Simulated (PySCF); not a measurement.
HgCl₂, SMILES [Cl][Hg][Cl]. Coordinates come from a PBE-D3(BJ)/def2-TZVP optimisation. The isomer is the one that the SMILES or the coordinates give; other isomers of the formula were not compared. The def2 effective core potentials stand for the cores of Hg; spin–orbit coupling is left out.

The numbers are results of PBE-D3(BJ)/def2-TZVP run with PySCF, not measurements.

Harmonic wavenumbers (cm⁻¹): 97, 97, 336, 391. Rotational constants (GHz): 1.377 (linear); symmetry number 2.

Work out the zero-point energy and the ideal-gas rigid-rotor harmonic-oscillator thermochemistry at 298.15 K and 1 atm.

ZPE = ½ Σ hcν = ½ × 921 cm⁻¹ = 1.32 kcal/mol. H − E(el) = 4.76 kcal/mol. Entropy in cal/(mol K): translation 42.70, rotation 17.33, vibration 9.24, total 69.27. G − E(el) = -15.90 kcal/mol. Cp = 13.95 cal/(mol K). Modes under 150 cm⁻¹ make the vibrational entropy uncertain.
